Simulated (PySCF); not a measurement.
Zn(Me)2, SMILES [CH3][Zn][CH3] at its PBE0/def2-SVP optimised geometry (Å):

```
9

Zn     0.0004    -0.0004     0.0000
C     -1.9464     0.0003     0.0018
H     -2.3515    -1.0236     0.0575
H     -2.3520     0.4650    -0.9121
H     -2.3495     0.5603     0.8618
C      1.9472    -0.0004     0.0000
H      2.3516    -0.4614     0.9163
H      2.3516     1.0236    -0.0587
H      2.3520    -0.5633    -0.8573
```

Calculation: PySCF with PBE0/def2-TZVP. Cells within 0.4 Å of a nucleus heavier than hydrogen are left out (blank, or x).

Map of the deformation density (molecule minus spherical neutral atoms) (e/bohr³) on the plane z = 0.0 Å:

```
|222222222222222222222222222|
|222222222222222222222222222|
|222222222222222222222222222|
|222222222222222222222222222|
|222222222222222222222222222|
|222222222222222222222222222|
|222222222222222222222222222|
|222222222222222222222222222|
|222222222222222222211222222|
|222222222222222222221122222|
|222222222222222222369222222|
|222222322332222233599322222|
|2222223x45520x02555x5222222|
|2222223xx751xxx157xx3222222|
|2222225x55520x02554x3222222|
|222223995332222233223222222|
|222222963222222222222222222|
|222221122222222222222222222|
|222222112222222222222222222|
|222222222222222222222222222|
|222222222222222222222222222|
|222222222222222222222222222|
|222222222222222222222222222|
|222222222222222222222222222|
|222222222222222222222222222|
|222222222222222222222222222|
|222222222222222222222222222|
```
Scale: ten equal steps from -0.028 (start of '0') to 0.081 (end of '9'), in the order '0123456789'; x runs from -4.50 to 4.50, y from -4.50 (bottom) to 4.50 (top).
